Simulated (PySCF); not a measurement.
**Computed properties of Mg(NH2)(SH) (H3MgNS), SMILES [NH2][Mg][SH]**

Mg(NH2)(SH) (H₃MgNS), SMILES [NH2][Mg][SH]. Geometry optimised at B3LYP-D3(BJ)/def2-TZVP. The values are those of a single conformer. All values are computed for the isolated molecule unless a solvent is named; none is compared with measurement here.

**Structure.** The optimised structure has Cs symmetry. All 12 harmonic modes at B3LYP-D3(BJ)/def2-TZVP (PySCF) are real, so it is a minimum. With heavy atoms numbered as in [Mg:1]([NH2:2])[SH:5], the shortest bond between them is Mg1–N2 at 1.883 Å and the longest Mg1–S5 at 2.297 Å.

**Vibrations.** The strongest infrared lines (harmonic, unscaled, degenerate partners summed) lie at 739 cm⁻¹ (125 km/mol, Mg 51 %, N 41 %), 302 cm⁻¹ (117 km/mol, H 84 %, N 16 %), 536 cm⁻¹ (70 km/mol, H 81 %, N 15 %). The softest mode is at 115 cm⁻¹ and the zero-point energy is 20.3 kcal/mol.

**Electronic structure.** ωB97X/def2-TZVPD (PySCF) places the frontier levels at -9.08 and 0.42 eV, a gap of 9.50 eV, and gives a dipole moment of 1.92 D and a mean polarisability of 57.1 bohr³.

**Excitations.** TDA-ωB97X/def2-SVPD (PySCF) has S1 at 4.63 eV (268 nm, f = 0.072, bright); the most intense of the 10 singlets computed lies at 6.84 eV (f = 0.32). T1 (TDA) is at 4.47 eV, 0.16 eV under S1. No vertical singlet excitation falls in the visible range (under 3.1 eV).

**NMR.** GIAO shifts at B3LYP/pcSseg-2 (PySCF) (non-relativistic, atoms alike by connectivity averaged): ¹H from -1.2 to -0.4 ppm against TMS.
